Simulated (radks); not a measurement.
Effect of the nuclear size on the krypton ion Kr3+, [Ar] 3d10 4s2 4p3. Calculated with a radial shooting solver on a logarithmic mesh with Libxc functionals: Dirac Kohn-Sham, BLYP, spin-unpolarised, spherical densities, finite nucleus; open shells are shared between the two j in proportion to 2j + 1; Fermi nuclear charge, rms radius 4.1884 fm. The rms radius is varied about that value; shifts are against it.

rms radius (fm)  total energy shift (eV)  density at nucleus (e/bohr^3)  1s1/2 shift (meV)  2s1/2 shift (meV)  3p1/2 shift (meV)  4s1/2 shift (meV)
3.3591                            -0.225                      5.033e+04              -95.3              -9.66              0.156             -0.194
4.0586                           -0.0382                      4.957e+04              -16.2              -1.64              0.026             -0.033
4.1884                                 0                      4.944e+04              0.000              0.000              0.000              0.000
4.3559                            0.0509                      4.929e+04               21.6               2.19             -0.035              0.044
4.8837                             0.223                      4.884e+04               94.7               9.59             -0.155              0.192

Slopes of the eigenvalues against <r^2> in GHz/fm^2, as finite differences over the two radii next to the reference (eigenvalue slopes, not the field-shift constants of lines): 1s1/2 3650, 2s1/2 370, 3p1/2 -5.96, 4s1/2 7.42.
